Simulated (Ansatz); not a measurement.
A made-up structure of C$_{2}$H$_{3}$Se (charge +1), singlet:

```xyz
6
angstrom
C 1.4733 -1.6473 1.1273
C 0.5101 -0.5703 0.3903
Se -0.3301 0.3690 -0.2525
H -1.4973 -0.3430 -0.8934
H 0.4466 1.1048 -1.3182
H -0.8508 1.3643 0.7566
```

It is relaxed with PBE-D4/def2-SVP and then PBE0-D4/def2-TZVP (Ansatz 0.2.0). Atoms count as bonded within 1.22 times the sum of their covalent radii (H–H: 0.88 Å). The end point is not checked to be a true minimum.

Problem. Does its bonding change? (A judgement: the text doesn't fix the answer.)

Solution. By the calculation: No: no bond forms or breaks.

Where it ends: The first stage lowers the energy by 5.34 eV in 9 steps. It ends as C₂H₃Se ([C][C][SeH3]), total charge +1:
```
atom    x (Å)    y (Å)    z (Å)
  C1   1.4664  -1.6396   1.1221
  C2   0.7094  -0.7931   0.5428
 Se3  -0.3000   0.3354  -0.2295
  H4  -1.5175  -0.1943  -0.9246
  H5   0.3049   1.1630  -1.3229
  H6  -0.9115   1.4063   0.6222
```

Labels in which every atom is bracketed show which atoms are joined, not bond orders.

For scale, one of the runs: PBE0-D4/def2-TZVP relaxation, 128 basis functions, launched by `ansatz run in.yaml --threads 2 --pin off --events-out ev --progress --plain --max-ram 4352MiB`. The run took about 11 s on 2 CPU threads of an Arm Neoverse V2 (shared host).
